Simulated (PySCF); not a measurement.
Nb²⁺: ionisation energy

Nb²⁺ [Kr] 4d3 (4F) → Nb³⁺ [Kr] 4d2 (3F), as a difference of total energies. All numbers are calculated (PySCF 2.14, scalar relativity through the core potential, in def2-TZVP with the def2 core potential (28 electrons) (6s4p3d1f, 40 functions)). Correlated levels: valence: 4s2 4p6 frozen. The calculations carry no spin-orbit coupling.

Task: Order these methods by the ionisation energy they give, lowest first.
A. SCS-MP2 (valence)
B. MP2 (valence)
C. PBE
D. r2SCAN

Result: A (24.333 eV), B (24.487 eV), D (25.365 eV), C (25.395 eV).

The reference lies between the lowest fine-structure levels, while these numbers refer to the centres of the terms.

Errors of the correlated levels include the incompleteness of this basis and the frozen core.

For comparison: 25.04 eV (semi-empirical (NIST evaluation); NIST Atomic Spectra Database, ionization energies).
